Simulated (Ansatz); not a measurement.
Computed with Ansatz on PBE0-D4/def2-TZVP structures; ΔE is electronic, products minus reactants. CCSD(T)/CBS adds triple-zeta CCSD(T) − MP2 to the extrapolated MP2 energy (def2 sets, frozen cores). This one scheme is used for every species. Functionals use def2-TZVPP. HSE06 is defined as in plane-wave codes. Each species was taken in one conformer, which may not be the lowest.

`[SiH3]B[SiH3]` + CH₃OH → `COB[SiH3]` + SiH₄  (cleavage of the B–Si bond)

| level | ΔE (kJ/mol) |
| --- | --- |
| LDA (SPW92) | -170.8 |
| HSE06 | -158.3 |
| BHLYP | -172.7 |
| HF/def2-SVP | -178.9 |

Question: What does CCSD(T)/CBS give? (An estimate is asked.)

Answer: Computed: -163.9 kJ/mol. The listed levels differ from it by -6.9, 5.6, -8.8, -15.0 kJ/mol.

Largest T1 diagnostic among the species: 0.014.

At CCSD(T), def2-SVP lies −23.9 kJ/mol from the extrapolated value and def2-TZVPP −3.9 kJ/mol. Leaving LDA and LC-ωPBE aside and taking each functional with its dispersion term where it has one, the values, not all of them listed here, spread over 19.4 kJ/mol, from CAM-B3LYP-D4 to revPBE-D4. LDA lies −11.5 kJ/mol from PBE without D4.
